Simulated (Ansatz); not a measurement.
Born–Oppenheimer molecular dynamics of BCl2F (4 atoms, charge 0, multiplicity 1). It starts from a relaxed structure.

Method: RKS r2SCAN/def2-SVP (Ansatz 0.2.0).

```json
{
 "ensemble": "NVE (velocity Verlet)",
 "time step": "1 fs",
 "steps asked": "300",
 "starting velocities drawn for": "400 K",
 "seed": "250912"
}
```

Frames 20 fs apart, positions in Å.

Velocities at 30.0 fs (Å/ps):

```
B -0.96 -4.50 1.47
Cl 0.05 0.41 0.51
Cl 1.22 0.40 -0.52
F -1.82 1.04 -0.82
```

```xyz
4
Properties=species:S:1:pos:R:3 time_fs=30.0 energy_less_start_eV=0.081 T=86
B -0.008 0.013 -0.006
Cl 0.066 -0.002 1.729
Cl 1.521 -0.001 -0.807
F -1.167 -0.002 -0.685
4
Properties=species:S:1:pos:R:3 time_fs=50.0 energy_less_start_eV=0.036 T=262
B 0.000 -0.047 -0.003
Cl 0.037 0.004 1.751
Cl 1.537 0.004 -0.843
F -1.148 0.013 -0.659
4
Properties=species:S:1:pos:R:3 time_fs=70.0 energy_less_start_eV=0.037 T=258
B 0.051 0.025 0.035
Cl -0.021 -0.003 1.772
Cl 1.535 -0.003 -0.905
F -1.066 -0.003 -0.605
4
Properties=species:S:1:pos:R:3 time_fs=90.0 energy_less_start_eV=0.080 T=91
B 0.081 0.030 0.035
Cl -0.050 -0.003 1.812
Cl 1.543 -0.003 -0.946
F -1.043 -0.005 -0.603
4
Properties=species:S:1:pos:R:3 time_fs=110.0 energy_less_start_eV=0.050 T=209
B 0.061 -0.047 0.047
Cl -0.026 0.004 1.803
Cl 1.543 0.004 -0.924
F -1.075 0.012 -0.635
4
Properties=species:S:1:pos:R:3 time_fs=130.0 energy_less_start_eV=0.028 T=292
B 0.038 0.009 0.020
Cl 0.025 -0.001 1.745
Cl 1.522 -0.001 -0.849
F -1.119 -0.001 -0.650
4
Properties=species:S:1:pos:R:3 time_fs=150.0 energy_less_start_eV=0.077 T=103
B -0.013 0.042 -0.015
Cl 0.060 -0.004 1.724
Cl 1.531 -0.004 -0.808
F -1.172 -0.009 -0.667
4
Properties=species:S:1:pos:R:3 time_fs=170.0 energy_less_start_eV=0.051 T=202
B -0.025 -0.039 -0.007
Cl 0.044 0.003 1.741
Cl 1.539 0.003 -0.832
F -1.151 0.011 -0.659
4
Properties=species:S:1:pos:R:3 time_fs=190.0 energy_less_start_eV=0.027 T=298
B 0.047 -0.011 0.018
Cl -0.008 0.000 1.773
Cl 1.526 0.000 -0.890
F -1.068 0.005 -0.625
4
Properties=species:S:1:pos:R:3 time_fs=210.0 energy_less_start_eV=0.076 T=108
B 0.081 0.049 0.055
Cl -0.046 -0.005 1.812
Cl 1.542 -0.005 -0.944
F -1.048 -0.008 -0.616
4
Properties=species:S:1:pos:R:3 time_fs=230.0 energy_less_start_eV=0.061 T=164
B 0.086 -0.026 0.047
Cl -0.037 0.002 1.803
Cl 1.548 0.002 -0.933
F -1.078 0.008 -0.619
4
Properties=species:S:1:pos:R:3 time_fs=250.0 energy_less_start_eV=0.019 T=328
B 0.046 -0.028 0.018
Cl 0.012 0.002 1.749
Cl 1.528 0.002 -0.863
F -1.111 0.008 -0.631
```

Of the whole run (300 fs, mean temperature of the second half 193 K): The conserved energy stayed within 0.085 meV per atom of its start (net change 0.044 meV per atom), so the integration is sound. The temperature averaged 0.48 of the 400 K drawn at the start: a run that starts near a minimum puts about half its kinetic energy into the potential. A run of 0.3 ps of so small a system gives no equilibrium averages.

Time of the run: 11 min on 1 thread of Intel(R) Xeon(R) Platinum 8259CL CPU @ 2.50GHz (Skylake/Cascade Lake), on a shared host, peak memory 0.13 GiB.
